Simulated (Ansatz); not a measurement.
Which is lower?

The two ends of one reaction step of GeSiH4F2, singlet (PBE0-D4/def2-TZVP).

A:

```xyz
8
angstrom
Si -0.8566 -0.8762 -0.0669
Ge 1.0699 1.9449 0.5176
H -0.8287 0.6054 0.2017
F 1.3945 1.8233 -1.1994
F 1.8672 0.4483 0.9829
H -0.6182 -1.5702 1.2186
H -2.2120 -1.1860 -0.5859
H 0.1840 -1.1896 -1.0685
```

B:

```
8
angstrom
Si -0.8529 -0.8712 0.3173
Ge 0.7572 0.7368 -0.4014
H 1.2337 0.8316 -1.8594
F 0.1758 2.3165 0.0201
F 2.1875 0.5444 0.5621
H -1.0724 -0.6869 1.7712
H -2.1086 -0.6453 -0.4402
H -0.3201 -2.2261 0.0303
```

Computed with Ansatz 0.2.0 (basis: def2-TZVPP); correlated methods freeze the cores. Filled d shells of the heavier atoms are correlated. The def2 sets are not built for correlating such inner shells, so the correlated values are less sure here. B3LYP uses VWN-RPA correlation.

Question: Which structure is lower at CCSD(T), and by how much? (An estimate is asked for; the value comes from the calculation.)

Answer: By the calculation: B, by 10.65 kcal/mol (electronic energy, against the other). By their contacts, A is a complex of GeF₂ + SiH₄ and B is GeSiH₄F₂ ([F][GeH]([F])[SiH3]).

Question: Do the other methods give the same order? (Judge from chemistry; the calculation decides.)

Answer: By the calculation: Not all: BLYP-D4 gives the other order.

```tsv
method	E(B) − E(A) (kcal/mol)
SPW92	-9.51
PBE-D4	-5.64
BLYP-D4	0.87
r2SCAN-D4	-9.45
B97M-V	-9.70
PBE0-D4	-9.95
B3LYP-D4	-3.23
r2SCAN0-D4	-11.61
BHLYP-D4	-7.49
CAM-B3LYP-D4	-5.62
wB97X-V	-9.35
wB97M-V	-4.96
B2PLYP	-6.44
PBE-QIDH	-13.58
RPA on PBE	-8.44
HF	-10.81
MP2	-11.45
CCSD	-10.99
CCSD(T)	-10.65
```

T1 diagnostic: at most 0.015.

Labels in which every atom is bracketed show which atoms are joined, not bond orders.

For scale, one of the runs: CCSD(T)/def2-TZVPP, 208 basis functions, launched by `ansatz run in.yaml --threads 4 --pin off --events-out ev --progress --plain --max-ram 9574MiB`. Hardware: 4 CPU threads of an Arm Neoverse V1, shared host. Wall time 97 s; peak host memory 2.9 GiB.
